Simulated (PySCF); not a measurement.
Species: C4H9ClO3Si.
SMILES with atom numbers: `[CH3:1][O:2][C@@H:3]1[O:4][SiH2:5][O:6][CH2:7][C@H:8]1[Cl:9]`

Geometry (GFN2-xTB, Å), atoms numbered from 1 in this order:
```
atom  x, y, z in Å
C1     2.348    0.624    0.618
O2     1.287   -0.294    0.432
C3     0.514   -0.035   -0.701
O4    -0.137    1.179   -0.626
Si5   -1.481    1.355    0.302
O6    -2.042   -0.124    0.689
C7    -1.358   -1.305    0.405
C8    -0.460   -1.212   -0.821
Cl9   -1.436   -0.977   -2.278
H10    2.826    0.344    1.553
H11    1.971    1.648    0.681
H12    3.065    0.553   -0.207
H13    1.159    0.014   -1.600
H14   -1.099    2.035    1.534
H15   -2.441    2.003   -0.569
H16   -2.107   -2.091    0.258
H17   -0.719   -1.570    1.256
H18    0.103   -2.139   -0.939
```

Probes without a nucleus sit at each ring's centroid and 1 Å off its mean plane on both sides; NICS is minus the shielding there, NICSzz its component along the normal. Level: GIAO PBE0/pcSseg-1 (PySCF, non-relativistic, gas phase) on the GFN2-xTB geometry, one conformer.

Ring bond lengths (Å), with Mayer bond orders in brackets: C3–O4 1.379 (0.93), O4–Si5 1.644 (0.91), Si5–O6 1.628 (0.98), O6–C7 1.393 (0.89), C7–C8 1.523 (0.97), C8–C3 1.532 (0.94).

Question: What do the NICS probes read (ppm)?

Answer: 
| ring | type | NICS(0) | NICS(1), two faces | NICS(1)zz, two faces | rms pucker (Å) | centre to ring atoms, mean (Å) |
| --- | --- | --- | --- | --- | --- | --- |
| C3–O4–Si5–O6–C7–C8 | 6-membered ring with 2 O and Si; formal bonds all single | -2.0 | -3.0 / -1.1 | -2.8 / 1.1 | 0.19 | 1.48 |

Question: What can be read from them?

Answer: 
- C3–O4–Si5–O6–C7–C8: mean NICS(1)zz -0.9 ppm, near zero. C3, Si5, C7, C8 have four or more neighbours, and the NICS criterion for π rings isn't applied. The two faces differ by 3.9 ppm, so no symmetry operation interchanges them.

Question: At the first NICS(1) probe listed for ring C3–O4–Si5–O6–C7–C8, 1 Å off the ring, how large is the induced field along the normal in 7.05 T applied along it?

Answer: NICSzz × B0 = -2.8 ppm × 7.05 T = -20 μT, against the applied field.

Question: Give the inner angles of the rings and the Hirshfeld charges of the ring atoms.

Answer: 
- C3–O4–Si5–O6–C7–C8: C3 112.3° (+0.101 e), O4 120.7° (-0.231 e), Si5 108.6° (+0.443 e), O6 123.5° (-0.233 e), C7 113.7° (-0.002 e), C8 111.1° (-0.011 e); sum 689.9° against 720° for a flat convex ring.

Question: What are the shieldings of the ring atoms and their hydrogens in the same run (means over atoms taken as equivalent)?

Answer: 
```csv
atoms,environment,σ isotropic (ppm),"principal values of the symmetric part, first atom (ppm)"
C3,sp3 carbon bearing two oxygens,85.4,"64.5, 79.7, 112.1"
O4,silyl ether oxygen,267.8,"237.6, 253.0, 312.9"
Si5,oxygen-bound silicon,383.4,"346.2, 395.5, 408.7"
O6,silyl ether oxygen,320.9,"273.7, 316.1, 372.9"
C7,sp3 carbon bound to oxygen,120.4,"102.7, 110.0, 148.5"
C8,sp3 C–Cl carbon,122.7,"98.8, 119.2, 150.0"
H13,methine hydrogen,26.67,"23.5, 26.0, 30.5"
H14,Si–H hydrogen,26.64,"23.0, 24.1, 32.8"
H15,Si–H hydrogen,26.67,"23.2, 24.1, 32.7"
H16,methylene hydrogen,27.53,"22.8, 26.3, 33.5"
H17,methylene hydrogen,26.72,"23.7, 25.5, 31.0"
H18,methine hydrogen,28.04,"22.4, 28.3, 33.4"
```
